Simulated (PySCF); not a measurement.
## Working out the ionisation energy of Cr

Cr [Ar] 3d5 4s1 (7S) → Cr⁺ [Ar] 3d5 (6S). Computed with PySCF 2.14 in x2c-TZVPPall (6s5p4d2f1g, 64 functions), with scalar relativity by spin-free X2C-1e. Frozen: [Ne]. Energies in hartree (1 hartree = 27.21139 eV):

```
            part    Cr (lower)   Cr⁺ (upper)
             UHF  -1049.643516  -1049.422419
CCSD correlation     -0.410841     -0.386929
             (T)     -0.010407     -0.008221
```

Problem. What does Hartree-Fock give?

Solution. (-1049.422419) − (-1049.643516) = 0.221097 hartree = 6.016 eV.

Problem. What do CCSD and CCSD(T) give?

Solution. The CCSD correlation energies differ by 0.023912 hartree = 0.651 eV and the triples by 0.002186 hartree = 0.059 eV, so CCSD gives 6.667 eV and CCSD(T) 6.726 eV.

Measured between the centres of the two terms (NIST): 6.767 eV, so CCSD(T) (valence and next inner shell) is off by -0.041 eV.

What remains against the reference includes basis incompleteness, the frozen core and higher excitations.
